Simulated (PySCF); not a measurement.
One of the candidates below gave these computed data.

All candidates are C9H17N.

| technique | computed result |
| --- | --- |
| 1H NMR | chemical shifts (computed TMS as zero) by class: 7.68 (1 H), 5.92 (1 H), 5.28 (1 H), 5.21 (1 H), 3.44 (3 H), 2.05 (2 H), 1.17 (2 H), 1.05 (6 H) ppm [GIAO PBE0/pcSseg-1] |
| NMR, other nuclei | isotropic shieldings of nuclei other than C and H, by class: -104 (1 N) ppm [GIAO PBE0/pcSseg-1] |
| 13C NMR | chemical shifts (computed TMS as zero) by class: 176.9 (1 C), 149.1 (1 C), 122.6 (1 C), 51.1 (1 C), 46.8 (1 C), 38.9 (1 C), 33.5 (1 C), 26.8 (2 C) ppm [GIAO PBE0/pcSseg-1] |
| Rotational structure | rotational constants A, B, C: 1.651, 0.723, 0.581 GHz [PBE0-D3(BJ)/def2-SVP] |
| Dipole | 1.19 D [PBE0/pcSseg-1] |

Electronic properties: PySCF, gas phase, density fitting. Levels stand in brackets. Isolated species at its PBE0-D3(BJ)/def2-SVP geometry (one conformer only). NMR values are class means; diastereotopic atoms form classes of their own.

Question: Which candidate is it?
A. `CN[C@]12CCC[C@H]1CCC2`
B. `C=C(C)[C@H]1CCCCNC1`
C. `NC[C@@H]1C[C@H]2CC[C@@H](C1)C2`
D. `C=CCCC(C)(C)/C=N/C`

Answer: D. It is `C=CCCC(C)(C)/C=N/C`. Numbering: `[CH2:1]=[CH:2][CH2:3][CH2:4][C:5]([CH3:6])([CH3:7])/[CH:8]=[N:9]/[CH3:10]`. Its formula, C9H17N, gives 2 degrees of unsaturation: 0 rings and 2 π bonds in the structure found. 9 carbons fall into 8 classes; from least to most shielded: imine carbon [C8] (176.9 ppm), alkene CH carbon [C2] (149.1 ppm), terminal =CH2 carbon [C1] (122.6 ppm), N-methyl carbon [C10] (51.1 ppm), chain CH2 carbon [C4] (46.8 ppm), quaternary sp3 carbon [C5] (38.9 ppm), allylic carbon [C3] (33.5 ppm), methyl carbon [C6/C7] (26.8 ppm, 2 C, up to 3.8 ppm apart in this geometry). Hydrogen classes from least to most shielded: 1 H on an imine carbon, C8 (7.68 ppm), 1 H on an alkene CH carbon, C2 (5.92 ppm), 1 H on a terminal =CH2 carbon, C1 (5.28 ppm), 1 H on a terminal =CH2 carbon, C1 (5.21 ppm), 3 H on an N-methyl carbon, C10 (3.44 ppm, a mean of values up to 0.9 ppm apart in this geometry), 2 H on an allylic carbon, C3 (2.05 ppm), 2 H on a chain CH2 carbon, C4 (1.17 ppm), 6 H on 2 methyl carbons, C6/C7 (1.05 ppm, a mean of values up to 1.1 ppm apart in this geometry). The other shieldings belong to: -104 ppm, imine nitrogen [N9]. The optimised geometry has point group C1 and is an asymmetric top.

The others, at the same levels:
- `C=C(C)[C@H]1CCCCNC1` fails: it has 9 carbon classes against 8; its computed 13C shifts are 161.8 (1 C), 113.9 (1 C), 57.3 (1 C), 50.9 (1 C), 47.8 (1 C), 37.3 (1 C), 33.0 (1 C), 32.6 (1 C), 27.2 (1 C) ppm, 1H shifts are 5.00 (1 H), 4.85 (1 H), 3.30 (1 H), 3.00 (1 H), 2.24 (1 H), 2.10 (1 H), 1.82 (1 H), 1.81 (3 H), 1.79 (1 H), 1.65 (1 H), 1.57 (1 H), 1.37 (1 H), 1.15 (1 H), 1.00 (1 H), 0.02 (1 H) ppm and rotational constant A is 2.328 GHz (against 1.651 GHz).
- `CN[C@]12CCC[C@H]1CCC2` fails: it has 6 carbon classes against 8; its computed 13C shifts are 74.2 (1 C), 55.2 (1 C), 38.4 (2 C), 35.7 (2 C), 31.8 (1 C), 27.6 (2 C) ppm, 1H shifts are 2.33 (3 H), 1.71 (2 H), 1.62 (2 H), 1.53 (2 H), 1.41 (2 H), 1.41 (1 H), 1.20 (2 H), 1.05 (2 H), -0.48 (1 H) ppm and smallest rotational constant is 0.984 GHz (against 0.581 GHz).
- `NC[C@@H]1C[C@H]2CC[C@@H](C1)C2` fails: it has 6 carbon classes against 8; its computed 13C shifts are 53.0 (1 C), 41.6 (1 C), 40.5 (2 C), 37.2 (2 C), 34.8 (1 C), 31.4 (2 C) ppm, 1H shifts are 2.42 (2 H), 1.93 (2 H), 1.72 (2 H), 1.61 (2 H), 1.39 (1 H), 1.35 (2 H), 1.11 (1 H), 1.10 (1 H), 0.76 (2 H), 0.00 (2 H) ppm and rotational constant A is 2.453 GHz (against 1.651 GHz).

Each candidate is one conformer, not necessarily the lowest. The conformers computed, where there is a choice (atom-mapped SMILES and torsion angles):
- `[CH2:1]=[CH:2][CH2:3][CH2:4][C:5]([CH3:6])([CH3:7])/[CH:8]=[N:9]/[CH3:10]`: C1–C2–C3–C4 -118°, C2–C3–C4–C5 -174°, C3–C4–C5–C6 63°, C4–C5–C8–N9 -106°

The conformers of `C=C(C)[C@H]1CCCCNC1`, `CN[C@]12CCC[C@H]1CCC2` and `NC[C@@H]1C[C@H]2CC[C@@H](C1)C2` aren't listed.
